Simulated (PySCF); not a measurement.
A side-by-side comparison of computed properties.

First species: C9H8.
InChI=1S/C9H8/c1-2-6-9-7-4-3-5-8-9/h3-8H,1H2

Second species: C₄H₁₅OPSi₂.
Atom-mapped SMILES: `[CH3:1][O:2][CH2:3][Si@@H:4]([PH2:5])[SiH:6]([CH3:7])[CH3:8]` (hydrogens: H9, H10, H11 on C1; H12, H13 on C3; H14 on Si4; H15, H16 on P5; H17 on Si6; H18, H19, H20 on C7; H21, H22, H23 on C8)

Levels: PBE0/pcSseg-1 for dipole moment, HOMO energy, LUMO energy and HOMO–LUMO gap; GFN2-xTB for rotational constant A and rotational constant C. Geometries: GFN2-xTB. Each species is one conformer at its optimised geometry, gas phase, non-relativistic unless stated. Electronic properties by PySCF.

Dipoles, sizes and rotational constants follow the conformer. The torsions of the flexible species, by atom-mapped SMILES:
- `[CH2:1]=[C:2]=[CH:3][c:4]1[cH:5][cH:6][cH:7][cH:8][cH:9]1`: C2–C3–C4–C5 180°
- `[CH3:1][O:2][CH2:3][Si@@H:4]([PH2:5])[SiH:6]([CH3:7])[CH3:8]`: C1–O2–C3–Si4 176°, O2–C3–Si4–P5 -75°, C3–Si4–Si6–C7 51°, H–P5–Si4–C3 68°, H–P5–Si4–C3 161°

Values for the first species:

| Item | Value |
| --- | --- |
| Dipole moment | 0.20 D |
| HOMO energy | -6.50 eV |
| LUMO energy | -0.93 eV |
| HOMO–LUMO gap | 5.57 eV |
| Rotational constant A | 4.654 GHz |
| Rotational constant C | 0.836 GHz |

(1) Estimate the same properties for the second species, and the change in each.

## Answers

(1) 
```json
{"property": "dipole moment", "first": "0.20 D", "second": "2.08 D", "second less first": "+1.88 D"}
{"property": "HOMO energy", "first": "-6.50 eV", "second": "-6.97 eV", "second less first": "-0.47 eV"}
{"property": "LUMO energy", "first": "-0.93 eV", "second": "0.06 eV", "second less first": "+0.99 eV"}
{"property": "HOMO–LUMO gap", "first": "5.57 eV", "second": "7.03 eV", "second less first": "+1.46 eV"}
{"property": "rotational constant A", "first": "4.654 GHz", "second": "1.084 GHz", "second less first": "-3.570 GHz"}
{"property": "rotational constant C", "first": "0.836 GHz", "second": "0.638 GHz", "second less first": "-0.198 GHz"}
```

On the first: The dipole matches unit charges of opposite sign 0.04 Å apart (1 e·Å = 4.8032 D).

On the second: The dipole equals about 7.0 × 10⁻³⁰ C·m (1 D = 3.33564 × 10⁻³⁰ C·m).
